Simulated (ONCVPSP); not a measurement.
# u(r) = r·R(r): atom against pseudo-atom (H)

Columns: radius, all-electron u(r) and pseudo u(r) of the 1s shell (level -6.35 eV) of hydrogen in the configuration 1s1; LDA (Perdew-Wang 92), scalar-relativistic, ONCV scheme, ONCVPSP 4.0.1.

```json
{"r (bohr)": "0.088", "all-electron": "0.1492", "pseudo": "0.1185"}
{"r (bohr)": "0.175", "all-electron": "0.2720", "pseudo": "0.2312"}
{"r (bohr)": "0.262", "all-electron": "0.3733", "pseudo": "0.3356"}
{"r (bohr)": "0.350", "all-electron": "0.4568", "pseudo": "0.4294"}
{"r (bohr)": "0.438", "all-electron": "0.5239", "pseudo": "0.5093"}
{"r (bohr)": "0.525", "all-electron": "0.5762", "pseudo": "0.5734"}
{"r (bohr)": "0.612", "all-electron": "0.6168", "pseudo": "0.6231"}
{"r (bohr)": "0.700", "all-electron": "0.6475", "pseudo": "0.6593"}
{"r (bohr)": "0.788", "all-electron": "0.6693", "pseudo": "0.6832"}
{"r (bohr)": "0.875", "all-electron": "0.6835", "pseudo": "0.6968"}
{"r (bohr)": "0.962", "all-electron": "0.6915", "pseudo": "0.7024"}
{"r (bohr)": "1.050", "all-electron": "0.6942", "pseudo": "0.7020"}
{"r (bohr)": "1.138", "all-electron": "0.6924", "pseudo": "0.6972"}
{"r (bohr)": "1.225", "all-electron": "0.6870", "pseudo": "0.6894"}
{"r (bohr)": "1.312", "all-electron": "0.6784", "pseudo": "0.6794"}
{"r (bohr)": "1.400", "all-electron": "0.6672", "pseudo": "0.6675"}
{"r (bohr)": "1.487", "all-electron": "0.6540", "pseudo": "0.6541"}
{"r (bohr)": "1.575", "all-electron": "0.6390", "pseudo": "0.6390"}
{"r (bohr)": "1.662", "all-electron": "0.6229", "pseudo": "0.6229"}
{"r (bohr)": "1.750", "all-electron": "0.6055", "pseudo": "0.6055"}
{"r (bohr)": "1.838", "all-electron": "0.5873", "pseudo": "0.5873"}
{"r (bohr)": "1.925", "all-electron": "0.5688", "pseudo": "0.5688"}
{"r (bohr)": "2.012", "all-electron": "0.5499", "pseudo": "0.5499"}
{"r (bohr)": "2.100", "all-electron": "0.5306", "pseudo": "0.5306"}
{"r (bohr)": "2.188", "all-electron": "0.5112", "pseudo": "0.5112"}
{"r (bohr)": "2.275", "all-electron": "0.4921", "pseudo": "0.4921"}
```

Task: How many radial nodes do the two functions have?

Result: The all-electron 1s function has n − l − 1 = 0; the pseudo-wave has 0.

Task: At about which radius was the pseudo-wave matched?

Result: 1.60 bohr. The columns agree to 0.0005 from 1.40 bohr on; several derivatives are matched, so the curves merge somewhat inside the radius.

Task: Where does each function peak?

Result: Outermost all-electron maximum near 1.05 bohr, pseudo maximum near 0.96 bohr (to the table’s step).

Task: Is the pseudo-wave norm-conserving?

Result: Yes: the ONCV scheme keeps the norm inside the radius equal to the all-electron one, which fixes the energy derivative of the logarithmic derivative at the level.
